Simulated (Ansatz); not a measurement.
**Worked example: C3H7I + NaI → C2H4I2 + CH3Na**

Gas-phase species: C3H7I (1-iodopropane) `CCCI`, singlet; NaI (Sodium Iodide), singlet; C2H4I2 `ICCI`, singlet; CH3Na `[CH3][Na]`, singlet. The partners trade CH3 for I: C–CH3 and Na–I bonds give way to C–I and Na–CH3.

Shapes, held fixed at every level: PBE0-D4/def2-TZVP. Flexible molecules stand in one conformer, not always the lowest. Programs: Ansatz 0.2.0. Electronic energies: no zero-point or thermal term.

At CCSD(T)/def2-TZVPP; 1 Eh = 2625.50 kJ/mol:

```
species  energy (Eh)
  C3H7I  -415.458076
    NaI  -459.252961
 C2H4I2  -672.759388
  CH3Na  -201.835698
```

Question: Work out ΔE of the reaction at this level.

Answer: 
1. Products less reactants: (-672.759388) + (-201.835698) − [(-415.458076) + (-459.252961)] = 0.115951 Eh = +304.4 kJ/mol.

Other levels give +280.8 (PBE-D4/def2-TZVPP) to +364.8 kJ/mol (HF/def2-TZVPP). No measured value is set beside it here. For atoms past krypton def2 sets carry core potentials with scalar relativity. Outer-core shells of I, Na are correlated, in sets that cover them unevenly.
